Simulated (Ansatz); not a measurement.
C₂H₅BCl₂O, SMILES `CCOB(Cl)Cl`. Total charge 0; spin multiplicity 1. The structure was optimised at the PBE0-D4/def2-TZVP level. It is one conformer, not always the lowest.

```xyz
11

C    -0.071    1.285   -0.698
C     0.362    0.541    0.540
O    -0.524   -0.546    0.810
B    -0.366   -1.789    0.364
Cl    1.013   -2.290   -0.617
Cl   -1.584   -2.981    0.773
H     0.575    2.152   -0.854
H    -1.100    1.635   -0.599
H    -0.002    0.645   -1.580
H     0.315    1.183    1.421
H     1.383    0.165    0.439
```

Task: What is the dipole moment at PBE/def2-TZVPP? (Estimate.)

Result: Ansatz gave: 2.54 D, with components (0.93, 2.36, -0.22) D in this frame, pointing from negative to positive charge.

Task: And with r2SCAN, B3LYP, ωB97M-V? (Estimate.)

Result: Ansatz gave: r2SCAN 2.61 D, B3LYP 2.59 D, ωB97M-V 2.59 D.

Task: Give the Mulliken charges with PBE, B3LYP, r2SCAN in def2-TZVPP. (Estimate.)

Result: Computed: 
```csv
atom,PBE,B3LYP,r2SCAN
C1,-0.25,-0.25,-0.14
C2,0.04,0.06,0.14
O3,-0.18,-0.25,-0.27
B4,0.24,0.31,0.33
Cl5,-0.16,-0.17,-0.17
Cl6,-0.13,-0.14,-0.14
H7,0.08,0.08,0.05
H8,0.10,0.09,0.06
H9,0.09,0.09,0.05
H10,0.09,0.10,0.05
H11,0.07,0.07,0.05
```

B3LYP here is the variant with VWN-RPA as its local correlation; programs differ in this.
